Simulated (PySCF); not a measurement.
[AlBr3(PMe3)], C3H9AlBr3P.
Numbering: `[CH3:1][P+:2]([CH3:3])([CH3:4])[Al-:5]([Br:6])([Br:7])[Br:8]` (hydrogens: H9, H10, H11 on C1; H12, H13, H14 on C3; H15, H16, H17 on C4)

Method: PBE0-D3(BJ)/def2-SVP geometry optimisation, gas phase (PySCF 2.14.0).

Question: Give the optimised bond lengths and angles.

Answer: 
```json
{"bond": "C1–P2, P2–C3, P2–C4", "length (pm)": "181.7"}
{"bond": "P2–Al5", "length (pm)": "239.5"}
{"bond": "Al5–Br6, Al5–Br7, Al5–Br8", "length (pm)": "228.6"}
{"bond": "C1–H9 and 8 like bonds", "length (pm)": "110.0"}
```

Bonds in one row agree within 1 pm and their mean is given. A selection of angles:
```json
{"angle": "C1–P2–C3", "degrees": "106.6"}
{"angle": "C1–P2–Al5", "degrees": "112.0"}
{"angle": "P2–Al5–Br6", "degrees": "101.5"}
{"angle": "P2–Al5–Br7", "degrees": "99.9"}
{"angle": "Br6–Al5–Br7", "degrees": "116.7"}
{"angle": "Br7–Al5–Br8", "degrees": "115.6"}
```

Torsions: C1–P2–Al5–Br6 176° (antiperiplanar). The mirror-image conformer, all signs reversed, is as good.

All 3 C–P bonds measure 1.817 to 1.818 Å. Al5 (aluminium bonded to 3 Br and P) is distorted tetrahedral (angles from 99.9° to 116.9°). P2 (phosphorus bonded to Al and 3 C) is tetrahedral (angles from 106.6° to 112.4°).

Point group: near C3v, missed by 0.22 Å at most; the miss may be what the optimiser left on a soft mode. Not checked by PBE0-D3(BJ)/def2-SVP frequencies.

Hardware: Arm Neoverse V2, one thread, no GPU, on a shared host. Cost: 3.8 min, 1.6 GiB resident at most. These figures are those of the optimisation.
